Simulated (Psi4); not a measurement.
Dimer: digermane (SMILES [GeH3][GeH3]) (first 8 atoms) with CH4 (SMILES C); geometry from B3LYP-D3(BJ)/def2-TZVP, rigid monomers moved along the line of their centres of mass till Ge1···C9 is 5.52 Å.
(charge 0, multiplicity 1):
```json
[
 {"atom": "Ge", "x (Å)": "-0.1882", "y (Å)": "-1.4085", "z (Å)": "0.6535"},
 {"atom": "Ge", "x (Å)": "-0.3699", "y (Å)": "0.9892", "z (Å)": "0.2595"},
 {"atom": "H", "x (Å)": "0.1695", "y (Å)": "-2.1320", "z (Å)": "-0.6575"},
 {"atom": "H", "x (Å)": "-1.5251", "y (Å)": "-1.9702", "z (Å)": "1.1695"},
 {"atom": "H", "x (Å)": "0.9045", "y (Å)": "-1.7129", "z (Å)": "1.6910"},
 {"atom": "H", "x (Å)": "1.0286", "y (Å)": "1.6173", "z (Å)": "0.1209"},
 {"atom": "H", "x (Å)": "-1.1031", "y (Å)": "1.6820", "z (Å)": "1.4201"},
 {"atom": "H", "x (Å)": "-1.1531", "y (Å)": "1.2549", "z (Å)": "-1.0389"},
 {"atom": "C", "x (Å)": "0.7497", "y (Å)": "0.5620", "z (Å)": "5.7231"},
 {"atom": "H", "x (Å)": "-0.2672", "y (Å)": "0.4654", "z (Å)": "5.3454"},
 {"atom": "H", "x (Å)": "1.1619", "y (Å)": "-0.4274", "z (Å)": "5.9144"},
 {"atom": "H", "x (Å)": "1.3646", "y (Å)": "1.0740", "z (Å)": "4.9843"},
 {"atom": "H", "x (Å)": "0.7386", "y (Å)": "1.1386", "z (Å)": "6.6469"}
]
```

Calculation: Psi4 1.11 with SAPT0/aug-cc-pVDZ.

### Question
Give the four SAPT terms and the total, and say what mostly holds the pair together.

### Answer
electrostatics -0.01, exchange 0.01, induction 0.00, dispersion -0.26, total -0.25 kcal/mol; the largest attraction is dispersion.
